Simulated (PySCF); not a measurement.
A calculated (PBEsol, PySCF 2.14, x2c-TZVPPall with one added diffuse shell each of s, p, d, f type, scalar relativity by spin-free X2C-1e) atom or ion has these occupied shells.

| shell | electrons | orbital energy (eV) | rms radius, mean of both spins (bohr) |
| --- | --- | --- | --- |
| 1s β | 1 | -71381.3 | 0.0204 |
| 1s α | 1 | -71381.3 | 0.0204 |
| 2s α | 1 | -12374.5 | 0.0824 |
| 2s β | 1 | -12374.3 | 0.0824 |
| 2p α | 3 | -10841.0 | 0.0750 |
| 2p β | 3 | -10840.9 | 0.0750 |
| 3s α | 1 | -2863.5 | 0.211 |
| 3s β | 1 | -2863.5 | 0.211 |
| 3p α | 3 | -2408.9 | 0.212 |
| 3p β | 3 | -2408.8 | 0.212 |
| 3d α | 5 | -1874.3 | 0.194 |
| 3d β | 5 | -1874.3 | 0.194 |
| 4s α | 1 | -594.11 | 0.468 |
| 4s β | 1 | -594.00 | 0.468 |
| 4p α | 3 | -444.04 | 0.499 |
| 4p β | 3 | -443.93 | 0.499 |
| 4d α | 5 | -250.92 | 0.538 |
| 4d β | 5 | -250.79 | 0.538 |
| 5s α | 1 | -81.433 | 1.10 |
| 5s β | 1 | -80.368 | 1.10 |
| 5p α | 3 | -44.066 | 1.30 |
| 5p β | 3 | -42.636 | 1.30 |
| 4f α | 7 | -38.677 | 0.649 |
| 4f β | 7 | -38.434 | 0.649 |
| 5d α | 5 | -3.588 | 2.40 |
| 5d β | 2 | -2.268 | 2.40 |

(1) Name the element and its charge.

## Answers

(1) Re (rhenium, neutral), in [Xe] 4f14 5d7, high-spin 4F determinant (an excited configuration).
